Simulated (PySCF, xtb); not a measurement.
CH4MgOSe, SMILES C[O][Mg][SeH].

GFN2-xTB (xtb 6.7.1) at its own geometry gives an orbital gap of 2.14 eV and a dipole moment of 1.13 D.

The structure is a stationary point at B3LYP-D3(BJ)/def2-SVP. The structure was generated by enumeration; whether it is a known compound was not checked. The values are those of a single conformer.

**Question.** What does r2SCAN/def2-TZVP (PySCF) give? (The exact figures need the calculation; the answer reports its results.)

**Answer.** gap 4.32 eV (levels -5.96 and -1.64 eV), dipole 1.07 D.
